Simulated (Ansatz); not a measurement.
`C[NH][Ga]([Cl])[Cl]` → `[CH2]` (triplet) + `[NH2][Ga]([Cl])[Cl]` at 400 K and 1 bar (formal loss of a carbene).

Program: Ansatz. Geometries: PBE0-D4/def2-TZVP. ΔE: electronic, gas phase. CBS: MP2 limit from def2 TZ/QZ plus the TZ coupled-cluster correction, frozen cores. This one scheme is used for every species. Triplets are unrestricted, without spin–orbit coupling. For Ga outer-core shells are correlated without core-valence functions, which leaves a few kJ/mol of doubt a bond. Scalar relativity is left out up to krypton. One conformer a species, not always the lowest.

```json
{"species": "`C[NH][Ga]([Cl])[Cl]`", "CCSD(T)/CBS energy (Eh)": "-2938.78787", "H − E (kJ/mol)": "183.8", "S (J/(mol·K))": "411.0"}
{"species": "`[CH2]` (triplet)", "CCSD(T)/CBS energy (Eh)": "-39.09499", "H − E (kJ/mol)": "59.0", "S (J/(mol·K))": "205.7"}
{"species": "`[NH2][Ga]([Cl])[Cl]`", "CCSD(T)/CBS energy (Eh)": "-2899.54184", "H − E (kJ/mol)": "102.3", "S (J/(mol·K))": "377.0"}
```

H − E and S are ideal-gas, rigid-rotor, harmonic terms from PBE0-D4/def2-TZVP, for one conformer and one mirror image of each species, with the whole ground term of open shells counted as degenerate. 1 Eh = 2625.50 kJ/mol, R = 8.31446 J/(mol·K).

**Question.** By hand: ΔE, ΔH, ΔS and ΔG.

**Answer.** ΔE = (-39.09499) + (-2899.54184) − (-2938.78787) = 0.15104 Eh = 396.6 kJ/mol. Δ(H − E) = 59.0 + 102.3 − 183.8 = -22.5, so ΔH = 374.1 kJ/mol. ΔS = 205.7 + 377.0 − 411.0 = 171.7 J/(mol·K). ΔG = 374.1 − 400 × (171.7)/1000 = 305.4 kJ/mol.

**Question.** By hand: the equilibrium constant, and the temperature at which ΔG would vanish if ΔH and ΔS stayed fixed.

**Answer.** log₁₀ K = −ΔG/(RT ln 10) = -39.9. ΔG = 0 at ΔH/ΔS = 2179 K.

The number of gas molecules changes by +1, which sets the sign of ΔS. A doubt of 5 kJ/mol in ΔE shifts log₁₀ K by 0.7 here. Other conformers and mirror images would add mixing entropy, several J/(mol·K) or more a flexible species. Modes under 60 cm⁻¹, often nearly free rotors, make the harmonic entropy too high. A triplet takes part, so the spin changes. These are equilibria of isolated gas molecules and say nothing of rates. Largest T1 diagnostic: 0.012 (customary marks: 0.02 for closed shells, 0.045 for open ones).
